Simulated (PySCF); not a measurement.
Structure problem from calculated spectra and properties.

Formula: C6H11BO2.

- Triplet: lowest triplet excitation (Tamm–Dancoff): 4.30 eV [TDA CAM-B3LYP/def2-SVPD]
- 1H NMR: chemical shifts (computed TMS as zero) by class: 5.16 (1 H), 4.77 (1 H), 4.12 (1 H), 4.04 (2 H), 3.65 (2 H), 2.08 (1 H), 1.85 (3 H) ppm [GIAO PBE0/pcSseg-1]
- 13C NMR: chemical shifts (computed TMS as zero) by class: 151.3 (1 C), 117.5 (1 C), 66.5 (2 C), 44.3 (1 C), 25.7 (1 C) ppm [GIAO PBE0/pcSseg-1]
- UV, first state: lowest singlet excitation: 7.08 eV (175 nm, f = 0.149) [TDDFT CAM-B3LYP/def2-SVPD]
- UV, strongest line: among the 10 lowest singlet transitions: S2 at 7.14 eV (174 nm, f = 0.203) [TDDFT CAM-B3LYP/def2-SVPD]
- NMR, other nuclei: isotropic shieldings of nuclei other than C and H, by class: 77 (1 B), 207 (2 O) ppm [GIAO PBE0/pcSseg-1]
- Rotational structure: rotational constants A, B, C: 3.240, 1.158, 0.925 GHz [PBE0-D3(BJ)/def2-SVP]
- Polarisability: 88.8 au [CAM-B3LYP/def2-SVPD]
- Dipole: 3.05 D [CAM-B3LYP/def2-SVPD]

Electronic properties: PySCF, gas phase, density fitting. Levels stand in brackets. Geometry: PBE0-D3(BJ)/def2-SVP, one conformer, isolated molecule. NMR classes are plain means over equivalent atoms (diastereotopic ones count apart unless rotation or inversion swaps them), as if these changed places fast.

Task: What is the compound? Reason from the data.

Result: Numbering: `[CH2:1]=[C:2]([CH3:3])[CH:4]1[CH2:5][O:6][BH:7][O:8][CH2:9]1`. 6 carbons fall into 5 classes; from least to most shielded: fully substituted alkene carbon [C2] (151.3 ppm), terminal =CH2 carbon [C1] (117.5 ppm), ring sp3 carbon bound to oxygen [C5/C9] (66.5 ppm, 2 C, up to 2.7 ppm apart in this geometry), allylic carbon [C4] (44.3 ppm), allylic carbon [C3] (25.7 ppm). Hydrogen classes from least to most shielded: 1 H on a terminal =CH2 carbon, C1 (5.16 ppm), 1 H on a terminal =CH2 carbon, C1 (4.77 ppm), 1 H on a three-coordinate boron, B7 (4.12 ppm), 2 H on 2 like atoms (sp3 carbon bound to oxygen), C5/C9 (4.04 ppm), 2 H on 2 like atoms (sp3 carbon bound to oxygen), C5/C9 (3.65 ppm), 1 H on an allylic carbon, C4 (2.08 ppm), 3 H on an allylic carbon, C3 (1.85 ppm). The other shieldings belong to: 77 ppm, three-coordinate boron [B7]; 207 ppm, boron-bound oxygen [O6/O8]. The optimised geometry has point group C1 and is an asymmetric top. Structure: `C=C(C)C1COBOC1`. Computed isomers that give other values at the same levels: `C=CCC1COBOC1` (13C chemical shifts (computed TMS as zero) by class: 143.6 (1 C), 125.7 (1 C), 67.4 (2 C), 39.7 (1 C), 37.2 (1 C) ppm); `C=CC[C@@H]1CCOBO1` (lowest singlet excitation: 7.32 eV (169 nm, f = 0.381)); `CC(C)(C)C#CB(O)O` (13C chemical shifts (computed TMS as zero) by class: 115.9 (1 C), 83.7 (1 C), 32.5 (3 C), 28.3 (1 C) ppm). The assignments are read from this structure; whether some other isomer fits the data as well wasn't checked.
